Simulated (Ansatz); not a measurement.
Stepwise reaction of `[NH]=[Mo](=[NH])([Cl])[Cl]` with water, as a gas-phase model of exchange steps in deposition or etching. ΔE in kJ/mol; ΔG adds harmonic PBE0-D4 terms to CCSD(T)/CBS, at 1 bar.

Program: Ansatz. Geometries: PBE0-D4/def2-TZVP. ΔE: electronic, gas phase. CCSD(T)/CBS is the MP2 limit (def2-TZVPP, def2-QZVPP) plus CCSD(T) − MP2 in def2-TZVPP, frozen cores. This one scheme is used for every species. Functionals use def2-TZVPP. B3LYP here is the variant with VWN-RPA as its local correlation; programs differ in this. def2 core potentials past Kr. For Mo outer-core shells are correlated without core-valence functions, which leaves a few kJ/mol of doubt a bond. One conformer a species, not always the lowest.

| step | reaction | PBE-D4 | B3LYP-D4 | ωB97M-V | CCSD(T)/CBS | ΔG(400 K) |
| --- | --- | --- | --- | --- | --- | --- |
| 1 | `[NH]=[Mo](=[NH])([Cl])[Cl]` + H₂O → `[NH]=[Mo](=[NH])([OH])[Cl]` + HCl | 38.6 | 39.3 | 37.6 | 48.1 | 41.1 |

Give the row of step 2, `[NH]=[Mo](=[NH])([OH])[Cl]` + H₂O → `[NH]=[Mo](=[NH])([OH])[OH]` + HCl. (An estimate is asked.)

Ansatz gave: 
```json
{"step": "2", "reaction": "`[NH]=[Mo](=[NH])([OH])[Cl]` + H₂O → `[NH]=[Mo](=[NH])([OH])[OH]` + HCl", "PBE-D4": "43.7", "B3LYP-D4": "44.2", "ωB97M-V": "43.1", "CCSD(T)/CBS": "53.1", "ΔG(400 K)": "50.3"}
```

By hand: ΔE of the 2 steps together at CCSD(T)/CBS.

(48.1) + (53.1) = 101.2 kJ/mol, or 50.6 kJ/mol a step.

In ΔE each step is higher than the one before. All are uphill at CCSD(T)/CBS. ΔG lies between 41.1 and 50.3 kJ/mol a step. PBE-D4 differs from CCSD(T)/CBS by -9.5 to -9.4 kJ/mol a step. Isolated molecules leave out the surface, adducts and barriers. Largest T1 diagnostic: 0.022.
